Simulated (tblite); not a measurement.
Compound: C6H12OSeSi.
Structure used (GFN2-xTB), in Å, numbered top down from 1:
```
atom  x, y, z in Å
C1    -0.3220    2.5043    1.4342
C2    -0.2013    1.2047    1.6227
C3     0.0469    0.2164    0.5220
O4     1.1118   -0.6318    0.8975
Si5    2.4395   -1.0761    0.1193
Se6    2.2638   -0.3724   -2.0613
C7    -1.1882   -0.6225    0.2674
C8    -1.4054   -1.2126   -1.0931
C9    -2.2723   -0.0888   -0.6183
H10   -0.5214    3.1806    2.2476
H11   -0.2339    2.9444    0.4545
H12   -0.2813    0.7662    2.6073
H13    0.3127    0.7510   -0.4031
H14    2.4733   -2.5302    0.1406
H15    3.6074   -0.4081    0.6821
H16    3.5691   -0.7806   -2.4703
H17   -1.4779   -1.2142    1.1269
H18   -1.8299   -2.2020   -1.1631
H19   -0.6742   -0.9978   -1.8598
H20   -2.1285    0.8863   -1.0579
H21   -3.2971   -0.2999   -0.3542
```

Level: GFN2-xTB in tblite, geometry and Hessian alike; calculated harmonic values, unscaled, isolated species. Against measured fundamentals such values can be off by several per cent, at times by over 20. Modes of hydrogen on selenium and silicon can be 10 to 20 % off. One conformer, not necessarily the lowest. The optimisation stopped once no atom felt more than 0.01 eV/Å.

Lowest wavenumbers of the output (negative numbers stand for imaginary wavenumbers):
```
mode    cm-1
  1     -39.4
  2      28.3
  3      54.5
  4      56.2
  5      75.9
  6     146.5
  7     178.4
  8     192.2
  9     287.7
 10     315.2
 11     360.0
 12     377.9
 13     442.7
 14     455.5
 15     502.9
```

Question: Is this structure a minimum?

Answer: Not by this Hessian. 1 mode is imaginary beyond 20i (39i cm⁻¹), so at this level the point lies at or near a first-order saddle. The curvature is small, so loose convergence or finite differences may be the whole cause.

Question: Which atoms move in the imaginary mode?

Answer: 39i: Si5 (oxygen-bound silicon) 42 %, O4 (silyl ether oxygen) 14 %. These are shares of the mass-weighted motion.

Question: What is the remedy?

Answer: Step along that mode in both directions, optimise again with tighter thresholds and repeat the frequencies. The zero-point energy of this point (99.6 kcal/mol) counts the 56 real modes alone, and thermal corrections from it aren't those of a minimum.

Hardware: one thread of an Arm Neoverse N1, shared host with 64 logical CPUs at a one-minute load of 61. Cost: 1.8 s wall. The figure is for the frequency step alone.
